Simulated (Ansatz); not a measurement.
Two structures of BH₂BrCl₂, singlet, reached by relaxing down either side of one saddle point (PBE0-D4/def2-TZVP). Energies are electronic, without zero-point energy. Computed with Ansatz 0.2.0 (basis: def2-TZVPP and def2-QZVPP); correlated methods freeze the cores. Filled d shells of the heavier atoms are correlated. The def2 sets are not built for correlating such inner shells, so the correlated values are less sure here. Extrapolation: Hartree–Fock as exp(−7.88 √X), correlation as X^−2.97. First:

```
6
angstrom
B 0.9812 -0.4169 0.2007
Br 1.7496 1.2371 -0.3384
Cl 0.7123 -1.6681 -0.9699
Cl 0.5559 -0.6720 1.8627
H -1.8304 1.0766 -0.4797
H -2.1685 0.4432 -0.2755
```

Second:

```
atom    x (Å)    y (Å)    z (Å)
  B1  -0.3540  -1.0530   0.3507
 Br2   1.1308   1.9590  -0.6265
 Cl3   0.4088  -2.0302  -0.8641
 Cl4   0.2519  -1.0312   1.9770
  H5  -0.1137   2.5820  -0.9141
  H6  -1.3238  -0.4266   0.0769
```

Which bonds change from the first to the second?

BBrCl₂ ([Cl][B]([Cl])[Br]) + H₂ → BHCl₂ ([Cl][BH][Cl]) + HBr; bonds formed: B1–H6, Br2–H5; bonds broken: B1–Br2, H5–H6.

Give the saddle point's structure and its height above each. (Judge from chemistry; the value comes from the calculation.)

Computed: 35.21 kcal/mol above the first and 25.47 kcal/mol above the second (CCSD(T) at an estimated basis limit (MP2 extrapolated from triple and quadruple zeta, plus CCSD(T) − MP2 in triple zeta)).
```
6
angstrom
B 0.0001 -0.3741 0.1315
Br 1.0643 1.5667 -0.4922
Cl 0.3700 -1.6270 -1.0405
Cl 0.2100 -0.6077 1.8583
H -0.4852 0.9147 -0.3484
H -1.1593 0.1274 -0.1088
```

The T1 diagnostic stays at or below 0.011. The end structure is not quite a true minimum (one mode of 46i cm⁻¹).

Labels in which every atom is bracketed show which atoms are joined, not bond orders.

For scale, one of the runs: CCSD(T)/def2-TZVPP, 191 basis functions, launched by `ansatz run in.yaml --threads 4 --pin off --events-out ev --progress --plain --max-ram 9574MiB`. The run took 58 s on 4 CPU threads of an Arm Neoverse V2 (shared host), with 2 GiB of host memory at its peak.
